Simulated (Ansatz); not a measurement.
## A geometry optimisation of C3H9FOSi with B3LYP-D3(BJ)/def2-SVP

The starting geometry of this gas-phase triplet was optimised with GFN2-xTB as a singlet; its bonds are those of `CO[Si](C)(C)F`.

```json
{"atom": "C", "x (Å)": "0.4915", "y (Å)": "-1.5998", "z (Å)": "-2.6859"}
{"atom": "C", "x (Å)": "-1.3306", "y (Å)": "0.1822", "z (Å)": "0.6101"}
{"atom": "C", "x (Å)": "-2.8655", "y (Å)": "-1.8427", "z (Å)": "-1.3378"}
{"atom": "F", "x (Å)": "-1.8668", "y (Å)": "0.6362", "z (Å)": "-2.1700"}
{"atom": "O", "x (Å)": "-0.0024", "y (Å)": "-1.0663", "z (Å)": "-1.4868"}
{"atom": "Si", "x (Å)": "-1.4927", "y (Å)": "-0.5513", "z (Å)": "-1.1185"}
{"atom": "H", "x (Å)": "0.2828", "y (Å)": "-0.9301", "z (Å)": "-3.5221"}
{"atom": "H", "x (Å)": "1.5697", "y (Å)": "-1.7190", "z (Å)": "-2.5757"}
{"atom": "H", "x (Å)": "0.0387", "y (Å)": "-2.5728", "z (Å)": "-2.8895"}
{"atom": "H", "x (Å)": "-0.5606", "y (Å)": "0.9462", "z (Å)": "0.6405"}
{"atom": "H", "x (Å)": "-2.2652", "y (Å)": "0.6400", "z (Å)": "0.9156"}
{"atom": "H", "x (Å)": "-1.0757", "y (Å)": "-0.5737", "z (Å)": "1.3444"}
{"atom": "H", "x (Å)": "-2.9593", "y (Å)": "-2.1413", "z (Å)": "-2.3793"}
{"atom": "H", "x (Å)": "-3.8300", "y (Å)": "-1.4547", "z (Å)": "-1.0257"}
{"atom": "H", "x (Å)": "-2.6693", "y (Å)": "-2.7381", "z (Å)": "-0.7553"}
```

Task: Predict what becomes of its bonds when it is optimised with B3LYP-D3(BJ)/def2-SVP.

Result: It falls apart into C2H6FOSi + CH3. Contacts that open: C3–Si6 (1.90 → 3.88 Å).

The energy falls by 3.99 eV over 60 steps:

```tsv
step	E − E(last) (eV)
1	3.987
8	0.258
14	0.029
21	0.008
27	0.003
34	0.001
40	0.000
47	0.000
53	0.000
60	0.000
```

Final geometry (Å):

```yaml
atoms:
  - { symbol: C, position_ang: [1.4608, -1.1683, -2.8661] }
  - { symbol: C, position_ang: [-1.1720, -0.2939, 0.3082] }
  - { symbol: C, position_ang: [-4.5733, -1.5592, -0.7005] }
  - { symbol: F, position_ang: [-1.7548, -0.9061, -2.4274] }
  - { symbol: O, position_ang: [0.7951, -0.8737, -1.6564] }
  - { symbol: Si, position_ang: [-0.7374, -1.3271, -1.1987] }
  - { symbol: H, position_ang: [0.8325, -0.9396, -3.7446] }
  - { symbol: H, position_ang: [2.3733, -0.5549, -2.9199] }
  - { symbol: H, position_ang: [1.7571, -2.2316, -2.9164] }
  - { symbol: H, position_ang: [-1.1202, 0.7719, 0.0284] }
  - { symbol: H, position_ang: [-2.1908, -0.5262, 0.6527] }
  - { symbol: H, position_ang: [-0.4586, -0.4847, 1.1239] }
  - { symbol: H, position_ang: [-3.8745, -1.2900, -1.4931] }
  - { symbol: H, position_ang: [-5.3038, -0.8328, -0.3406] }
  - { symbol: H, position_ang: [-4.5689, -2.5687, -0.2856] }
```

No frequencies were run, so the end isn't proven a minimum. Open shells are spin-unrestricted. The triplet needn't be the ground state. Run with Ansatz 0.2.0, 5 min on 4 threads of Arm Neoverse V1 (shared host).
